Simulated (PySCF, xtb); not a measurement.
tetraarsenic (As₄), SMILES [As]12[As]3[As]1[As]32.

Harmonic wavenumbers (cm⁻¹) from GFN2-xTB run with xtb at its own minimum, in rising order: 201, 201, 252, 252, 252, 338.

Problem. What does B3LYP-D3(BJ)/def2-SVP run with PySCF give at its own minimum? (An estimate is asked for; the answer gives what the named calculation found.)

Solution. 204, 204, 260, 260, 260, 351. Paired by order, the mean absolute difference is 7 cm⁻¹ and the zero-point energies are 2.1 and 2.2 kcal/mol.
